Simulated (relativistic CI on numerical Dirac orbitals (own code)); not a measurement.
# Au LVII: computed level list

Method of calculation: Dirac-Coulomb-Breit CI, orbitals from a KLI potential per configuration, model QED (radiative potential, 1s self-energy scaled to tabulated hydrogen-like ionisation energies), unscaled Slater integrals (own radial code, finite nucleus).

Configuration list (outside the closed core [Ne]): 3s2 3p6 3d5, 3s2 3p5 3d6, 3s2 3p4 3d7, 3s 3p6 3d6, 3p6 3d7, 3s 3p5 3d7, 3s2 3p6 3d4 4s, 3s2 3p6 3d4 4p, 3s2 3p4 3d6 4s, 3s2 3p5 3d5 4s, 3s2 3p6 3d4 4f, 3s2 3p6 3d3 4s2, 3s 3p6 3d5 4s. Levels of other configurations are missing.

The lowest level is 3s2 3p6 3d5 2D_5/2, with 26 % of that term; Hund's rules for 3s2 3p6 3d5 give 6S with J = 5/2, of which the calculation keeps J, while another term leads.

```tsv
No.	Configuration	Term	J	E (eV)	%	Next component (%)	Lifetime (s)
1	3s2 3p6 3d5	2D	5/2	0.000	26	24 4P	
2	3s2 3p6 3d5	6S	5/2	83.250	33	22 2F	1.06e-07
3	3s2 3p6 3d5	4G	7/2	95.939	31	26 2F	2.34e-07
4	3s2 3p6 3d5	2H	11/2	97.297	46	30 4G	
5	3s2 3p6 3d5	4D	3/2	98.061	37	28 4P	1.04e-07
6	3s2 3p6 3d5	2G	9/2	103.790	34	24 4G	2.47e-04
7	3s2 3p6 3d5	2D	5/2	108.076	37	24 4D	6.81e-06
8	3s2 3p6 3d5	4P	1/2	112.714	38	33 2S	2.83e-05
9	3s2 3p6 3d5	2F	7/2	112.945	39	34 2G	3.25e-06
10	3s2 3p6 3d5	2D	3/2	132.517	64	17 4F	1.53e-06
11	3s2 3p6 3d5	6S	5/2	177.677	37	26 4G	5.30e-08
12	3s2 3p6 3d5	4D	7/2	187.691	52	42 4G	9.38e-08
13	3s2 3p6 3d5	4G	11/2	188.038	50	49 2I	1.39e-07
14	3s2 3p6 3d5	4G	9/2	190.243	64	34 2G	1.40e-07
15	3s2 3p6 3d5	2I	13/2	193.541	100		7.30e-07
16	3s2 3p6 3d5	4D	1/2	196.018	79	17 2S	7.49e-08
17	3s2 3p6 3d5	4P	3/2	196.884	53	35 4F	5.62e-08
18	3s2 3p6 3d5	2F	5/2	198.298	42	33 4D	1.00e-07
19	3s2 3p6 3d5	2H	9/2	203.881	53	47 4F	8.84e-08
20	3s2 3p6 3d5	2G	7/2	206.845	61	35 2F	2.81e-07
21	3s2 3p6 3d5	4F	5/2	209.207	65	26 2D	8.09e-08
22	3s2 3p6 3d5	2D	3/2	209.488	83	15 4D	2.13e-07
23	3s2 3p6 3d5	2G	7/2	216.392	48	32 2F	1.64e-07
24	3s2 3p6 3d5	4P	1/2	216.449	47	42 2P	1.11e-07
25	3s2 3p6 3d5	2G	9/2	226.428	80	10 4F	2.90e-07
26	3s2 3p6 3d5	2P	3/2	243.515	74	23 2D	2.83e-07
27	3s2 3p6 3d5	2D	5/2	247.940	81	10 2F	1.75e-07
28	3s2 3p6 3d5	4P	5/2	283.248	33	26 2F	3.62e-08
29	3s2 3p6 3d5	2F	7/2	293.527	28	26 4F	5.23e-08
30	3s2 3p6 3d5	2H	11/2	295.085	54	27 2I	6.81e-08
31	3s2 3p6 3d5	4D	3/2	296.874	32	28 2D	4.22e-08
32	3s2 3p6 3d5	2G	9/2	303.182	51	19 4F	7.39e-08
33	3s2 3p6 3d5	2D	5/2	308.259	58	23 2F	6.78e-08
34	3s2 3p6 3d5	2G	7/2	312.287	50	36 2F	7.32e-08
35	3s2 3p6 3d5	2P	1/2	320.025	45	38 2S	7.17e-08
36	3s2 3p6 3d5	2D	3/2	337.920	73	16 2P	5.80e-08
37	3s2 3p6 3d5	2D	5/2	397.812	36	24 2F	3.18e-08
38	3p5 3d6(3F)	4G°	11/2	429.345	43	33 6F°	4.30e-11
39	3p5 3d6(1D)	2D°	5/2	438.068	31	26 4P°	3.67e-11
40	3p5 3d6(3F)	4F°	9/2	440.099	40	23 2G°	4.27e-11
41	3p5 3d6(3P)	4D°	7/2	444.525	42	22 2F°	5.28e-12
42	3p5 3d6(1D)	2P°	1/2	450.762	41	22 2S°	4.51e-11
43	3p5 3d6(3F)	4D°	7/2	468.399	30	28 2F°	1.29e-12
44	3p5 3d6(1S)	2P°	3/2	473.106	38	18 4P°	3.41e-11
45	3p5 3d6(3F)	2D°	5/2	489.901	25	19 2F°	4.22e-13
```

Energies count from the lowest computed level; ° marks odd parity; lifetimes are radiative, by E1, M1, E2, M2 decay to levels of this space only; some are left blank where a channel outside the calculation adds to the decay or the decay crosses a small, uncertain gap. Percentages are summed over parent terms; the parents shown are those of the largest component, closed shells are left out there.

The mean weight of the leading LS term, summed over parents, in these 45 levels is 49 %, and that of the leading jj configuration (from the same eigenvectors) 97 %, so jj coupling describes them better and the LS labels are nominal.

At this charge energies of transitions that change n are usually good to better than 1 %, and those within a shell (Δn = 0) to a few per cent.

LS names give the leading component of a level, which can be under half, so a name can repeat, a term be missing and a line seem to break the LS rules.
